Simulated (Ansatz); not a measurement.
Basis-set series for `C[S][InH2]`. Total charge 0; spin multiplicity 1. In: def2 effective core potential. Geometry: relaxed with PBE0-D4/def2-TZVP.

```json
{"functional": "PBE0-D4", "basis": "def2-TZVPP", "functions": "193", "energy (Eh)": "-629.28635", "HOMO (eV)": "-6.83", "LUMO (eV)": "-1.57"}
{"functional": "PBE0-D4", "basis": "def2-QZVPP", "functions": "359", "energy (Eh)": "-629.30259", "HOMO (eV)": "-6.85", "LUMO (eV)": "-1.59"}
```

Problem. Give the rows for def2-SVP. (Estimate.)

Solution. Computed: 
| functional | basis | functions | energy (Eh) | HOMO (eV) | LUMO (eV) |
| --- | --- | --- | --- | --- | --- |
| PBE0-D4 | def2-SVP | 83 | -629.09263 | -6.76 | -1.48 |
